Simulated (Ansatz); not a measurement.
One change: `N#Cc1ccccc1` becomes `Ic1ccccc1`.

Ansatz, PBE0-D4/def2-TZVP geometries, multiplicity 1. 

Elements past krypton have def2 core potentials.

```tsv
property	`N#Cc1ccccc1`
HOMO energy (B3LYP/def2-TZVPP) / eV	-7.61
size of the dipole moment (B3LYP/def2-TZVPP) / D	4.68
LUMO energy (PBE0/def2-TZVPP) / eV	-1.59
size of the dipole moment (PBE/def2-TZVPP) / D	4.57
HOMO–LUMO gap (PBE/def2-TZVPP) / eV	4.39
HOMO energy (PBE0/def2-TZVPP) / eV	-7.84
```

Q: What does the change do to each property? (Best estimate.)

A: The calculation gave: 
```
                                        property  `Ic1ccccc1`  shift
             HOMO energy (B3LYP/def2-TZVPP) / eV        -6.62   0.99
size of the dipole moment (B3LYP/def2-TZVPP) / D         1.63  -3.05
              LUMO energy (PBE0/def2-TZVPP) / eV        -0.70   0.89
  size of the dipole moment (PBE/def2-TZVPP) / D         1.59  -2.98
             HOMO–LUMO gap (PBE/def2-TZVPP) / eV         4.23  -0.16
              HOMO energy (PBE0/def2-TZVPP) / eV        -6.85   0.99
```

With PBE0 the HOMO rises by 0.99 eV and the LUMO rises by 0.89 eV, so the gap narrows by about 0.10 eV. PBE moves the HOMO by 0.99 eV and ωB97M-V by 0.98 eV. The zero-point energy changes by -24.3 kJ/mol with -3 modes. Dipoles are sizes alone; their direction can turn.

B3LYP here is the variant with VWN-RPA as its local correlation; programs differ in this.

Spin–orbit coupling is left out; it splits and shifts lone-pair levels of the heavy atoms by tenths of an eV.
